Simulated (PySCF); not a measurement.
# Radial density of In⁺ (indium, charge +1)

UHF, [Kr] 4d10 5s2, closed-shell 1S. All numbers are calculated (PySCF 2.14, scalar relativity through the core potential, in def2-TZVPPD with the def2 core potential (28 electrons)). This is the valence pseudo-density: the core potential removes the inner electrons and smooths the orbitals near the nucleus.

```json
{"r (bohr)": "0.00925", "4πr²ρ (e/bohr)": "1.079e-05"}
{"r (bohr)": "0.0156", "4πr²ρ (e/bohr)": "2.708e-05"}
{"r (bohr)": "0.0262", "4πr²ρ (e/bohr)": "5.766e-05"}
{"r (bohr)": "0.0440", "4πr²ρ (e/bohr)": "0.0001089"}
{"r (bohr)": "0.0740", "4πr²ρ (e/bohr)": "0.0003979"}
{"r (bohr)": "0.125", "4πr²ρ (e/bohr)": "0.003712"}
{"r (bohr)": "0.209", "4πr²ρ (e/bohr)": "0.05547"}
{"r (bohr)": "0.352", "4πr²ρ (e/bohr)": "1.162"}
{"r (bohr)": "0.593", "4πr²ρ (e/bohr)": "13.37"}
{"r (bohr)": "0.997", "4πr²ρ (e/bohr)": "19.03"}
{"r (bohr)": "1.68", "4πr²ρ (e/bohr)": "4.770"}
{"r (bohr)": "2.82", "4πr²ρ (e/bohr)": "0.9650"}
{"r (bohr)": "4.74", "4πr²ρ (e/bohr)": "0.08181"}
{"r (bohr)": "7.98", "4πr²ρ (e/bohr)": "0.0003320"}
```

Energies and moments cover only the electrons outside the core potential.
